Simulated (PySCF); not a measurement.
PySCF input:

```python
from pyscf import gto, scf, dft

mol = gto.M(
    atom='''
    As   -0.00000000   -0.00000000   -1.10270581
    As    0.00000000    0.00000000    1.10270581
    ''',
    basis='def2-tzvpd',
    charge=1,
    spin=1,
    symmetry='D2h',
    verbose=4,
)

mf = dft.UKS(mol, xc='mn15').density_fit(auxbasis='def2-universal-jkfit')
mf.grids.level = 4
mf.conv_tol = 1e-9
mf.max_cycle = 100
mf.max_memory = 1500
mf.kernel()
if not mf.converged:
    mf = mf.newton()
    mf.kernel(mf.make_rdm1())
mf.analyze()
```

Task: Which total energy does the run end on?

Result: -4472.03873 Eh (MN15/def2-TZVPD).
